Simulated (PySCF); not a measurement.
PW91 on Rh⁻ (rhodium, charge -1), [Kr] 4d8 5s2, high-spin 3F determinant. All numbers are calculated (PySCF 2.14, the spin-free X2C one-electron Hamiltonian (Gaussian nucleus), in x2c-TZVPPall with one added diffuse shell each of s, p, d, f type (9s7p7d3f1g, 95 functions)).

```
cycle= 1 E= -4784.02793115629  delta_E= -0.03  |g|= 0.0961  |ddm|= 0.715
cycle= 2 E= -4784.02464697143  delta_E= 0.00328  |g|= 0.146  |ddm|= 0.157
cycle= 3 E= -4784.02881609615  delta_E= -0.00417  |g|= 0.0341  |ddm|= 0.111
cycle= 4 E= -4784.0293493925  delta_E= -0.000533  |g|= 0.00653  |ddm|= 0.0742
cycle= 5 E= -4784.02937322946  delta_E= -2.38e-05  |g|= 0.000157  |ddm|= 0.0124
cycle= 6 E= -4784.02937324236  delta_E= -1.29e-08  |g|= 2.08e-05  |ddm|= 0.000484
cycle= 7 E= -4784.02937324299  delta_E= -6.31e-10  |g|= 8.39e-06  |ddm|= 0.000151
converged SCF energy = -4784.02937324299  <S^2> = 2.0117613  2S+1 = 3.0078307
```

Highest occupied orbital energy: 1.042 eV; ⟨L²⟩ = 12.02; populations by l: s 10.00, p 18.00, d 18.00, f 0.00.

Problem. Can this result be used?

Solution. With care. The run converged. At PW91 the highest occupied level has a positive energy, so only the finite basis holds that electron; in a semilocal or global hybrid functional this comes from self-interaction and does not mean that the real anion is unbound.
